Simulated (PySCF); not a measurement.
Vertical excitations of a molecule C₅H₇FO from TDA-LC-ωPBE/def2-SVPD run with PySCF, as energy in eV (oscillator strength): 6.64 (0.000), 7.61 (0.245), 7.86 (0.002), 8.32 (0.001), 8.38 (0.017), 8.45 (0.002). Lowest triplet (TDA): 4.08 eV. Coordinates come from a B3LYP-D3(BJ)/def2-SVP optimisation. One conformer was computed; it need not be the lowest.

Problem. Which structure fits?
A. CO[C@]1(F)C=CC1
B. C/C=C1/OC[C@@H]1F
C. F/C=C/C1COC1
D. COCC=C=CF

Solution. A, CO[C@]1(F)C=CC1
